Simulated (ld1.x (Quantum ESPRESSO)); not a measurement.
## Before and after: TM potential for Ge (Z = 32)

- Element: germanium
- Generator: ld1.x (Quantum ESPRESSO) 7.5
- Type: norm-conserving Troullier–Martins (Kleinman–Bylander form)
- Functional: LDA (PZ)
- Relativity: scalar-relativistic
- Frozen core: [Ar]
- Valence charge: 14
- Reference configuration: 3d10 4s2 4p2
- Partial waves: 4s (bound): rc 1.30 bohr; 4p (bound): rc 2.00 bohr; 4f channel at -0.2 Ry: rc 1.70 bohr; 3d (bound): rc 1.25 bohr
- Local potential: the d channel
- Core correction: none

Change: non-relativistic.

Cutoffs: the cutoffs (Ry, on a coarse ladder) from which the occupation-weighted sum of valence levels, in a spherical-Bessel basis at the reference potential, stays within 10 and 1 mRy of its value at 400 Ry; they do not see the model core or the augmentation charge, which bear on the density cutoff. Errors are all-electron minus pseudo energies relative to the spin-unpolarised reference configuration.

Q: What does the change do?

A: Both files keep a bound ghost (p, s); of the 9 tests that both files solve, the error grows in 5 and shrinks in 1 by more than 15 % and 0.3 meV (median size 1.5 → 4.6 meV).

| quantity | base | changed |
| --- | --- | --- |
| cutoff, loose | 180 Ry | 180 Ry |
| cutoff, tight | over 300 Ry | over 300 Ry |
| bound ghosts | s, p | s, p |
| error for 3d10 4s2 4p1, meV [ΔE 7.64 → 7.66 eV] | -0.4 | +0.9 |
| error for 3d10 4s2 4p0, meV [ΔE 23.35 → 23.39 eV] | +1.5 | +5.7 |
| error for 3d10 4s1 4p0, meV [ΔE 58.57 → 58.05 eV] | +29 | +40 |
| error for 3d10 4s1 4p2, meV [ΔE 16.41 → 16.02 eV] | +3.2 | +4.8 |
| error for 3d10 4s0 4p4, meV [ΔE 16.36 → 15.55 eV] | -0.7 | -0.3 |
| error for 3d10 4s1 4p3, meV [ΔE 8.04 → 7.66 eV] | -0.2 | +0.2 |
| error for 3d10 4s2 4p1.5, meV [ΔE 2.89 → 2.90 eV] | -0.3 | +0.1 |
| error for 3d10 4s2 4p2 (spin-polarised), meV [ΔE -0.56 eV] | +8.7 | +9.1 |
| error for 3d10 4s2 4p1 (spin-polarised), meV [ΔE 7.45 → 7.48 eV] | +3.2 | +4.6 |
| s: phases at 2.21 bohr within 0.05 rad from the reference energy up to (Ry; the scan ends near 5) | 2.7 | 2.6 |
| p: phases at 2.21 bohr within 0.05 rad from the reference energy up to (Ry; the scan ends near 5) | 5.0 | 4.9 |
| d: phases at 2.21 bohr within 0.05 rad from the reference energy up to (Ry; the scan ends near 5) | 0.7 | 0.7 |
| f: phases at 2.21 bohr within 0.05 rad from the reference energy up to (Ry; the scan ends near 5) | to the end of the scan | to the end of the scan |

 A true bound ghost makes a file unfit for plane-wave use even where its test errors are small: the radial tests pick states by their node count and pass the ghost by.
